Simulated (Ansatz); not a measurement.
Input:

```yaml
crystal:
  periodic: [false, false, false]
  atoms:
    - { symbol: C, position_ang: [-1.6368, -0.1636, -0.4708] }
    - { symbol: Si, position_ang: [-0.2502, -1.0467, 0.2624] }
    - { symbol: B, position_ang: [0.8464, 0.2043, 1.219] }
    - { symbol: S, position_ang: [0.09981, 1.21902, 2.74766] }
    - { symbol: S, position_ang: [0.69268, -0.37034, 4.06011] }
    - { symbol: H, position_ang: [-2.2767, 0.3756, 0.3236] }
    - { symbol: H, position_ang: [-1.2774, 0.663, -1.1702] }
    - { symbol: H, position_ang: [-2.2906, -0.8103, -1.0494] }
    - { symbol: H, position_ang: [0.5396, -1.6556, -0.7691] }
    - { symbol: H, position_ang: [-0.7426, -2.0755, 1.2064] }
    - { symbol: H, position_ang: [1.98431, 0.41217, 0.90267] }
    - { symbol: H, position_ang: [-0.49648, -1.02899, 3.89245] }
basis:
  gaussian: { orbitals: "6-31G*" }
hamiltonian:
  xc: lda
relax:
  f_tol: 0.015
  max_steps: 40
```

Command:

```bash
$ ansatz run input.yaml --threads 2 --pin off --max-ram 3072MiB --backend cpu --events-out ev --progress --plain --runs-dir out
```

Hardware: 2 threads of AMD EPYC 9R45 96-Core Processor (Zen 5), on a shared host.

Task: Roughly how long does this run take, and how much memory?

Result: 11 s, with a peak of 0.17 GiB, for 17 ionic steps.
